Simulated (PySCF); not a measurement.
Ge⁺: excitation energy

Ge⁺ [Ar] 3d10 4s2 4p1 (2P) → Ge⁺ [Ar] 3d10 4s2 5s1 (2S), as a difference of total energies. Computed with PySCF 2.14 in aug-cc-pVTZ-PP with ECP10MDF, with a scalar-relativistic core potential. Correlated levels: valence: 3s2 3p6 3d10 frozen. The calculations carry no spin-orbit coupling.

```tsv
method	excitation energy (cm⁻¹)	error (cm⁻¹)
UHF	59871	-1354
MP2 (valence)	60026	-1199
SCS-MP2 (valence)	60159	-1066
CCSD (valence)	60326	-899
CCSD(T) (valence)	60306	-919
CCSDT (valence)	60295	-930
```

Reference: 61225 cm⁻¹ (measured; NIST levels, between the centres of gravity of the two terms).

Errors of the correlated levels include the incompleteness of this basis and the frozen core.
